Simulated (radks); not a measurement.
Values are calculated unless marked as measured or tabulated.
Dynamic dipole polarisability and lines of the molybdenum ion Mo13+, [Ar] 3d10 4s1. Level of theory: scalar-relativistic Kohn-Sham, LDA (Slater exchange, Perdew-Wang correlation), spin-polarised, spherical densities, finite nucleus; open shells are filled with parallel spins first (spin-orbit coupling, left out, can overturn this in heavy ions); Fermi nuclear charge, rms radius of each element as measured or else 0.836 A^(1/3) + 0.57 fm (a radial shooting solver on a logarithmic mesh with Libxc functionals). Time-dependent linear response with the Hartree and adiabatic LDA kernel, continuum included through the Sternheimer equations, no spin-orbit coupling, so fine structure and intercombination lines are absent. Lines are the poles of the dipole polarisability below minus the highest occupied eigenvalue, found on a grid refined at the orbital gaps; the lowest seven at most are given, and weak or close lines can be missed. The first line takes the name of the lowest orbital gap if no other gap lies below it; otherwise a line is named after a gap within 0.6 % of it, if that gap stands alone.

photon energy (eV)  alpha (bohr^3)
0                           0.5045
4.837                       0.5138
33.860                      -25.96
62.882                     -0.1054
91.905                    0.006087
120.93                     0.04617
149.95                      -1.089

Lines (eV, oscillator strength): 33.578 (36.92 nm, 4s-4p), f = 0.667; 149.68 (8.283 nm, 4s-5p), f = 0.124; 203.06 (6.106 nm, 4s-6p), f = 0.0432; 225.72 (5.493 nm, 3d-4p), f = 0.0597; 230.14 (5.387 nm, unassigned), f = 0.406; 248.10 (4.997 nm, 4s-8p), f = 0.0137. Higher lines, where found, are left out when the end of the mesh affects them. Those listed give 89 % of the static polarisability (sum of f/w^2). Orbital energy gaps for comparison: 4s-4p 31.618 eV; 4s-5p 150.43 eV; 4s-6p 203.35 eV; 3d-4p 225.65 eV; 3d-4p down 228.84 eV.
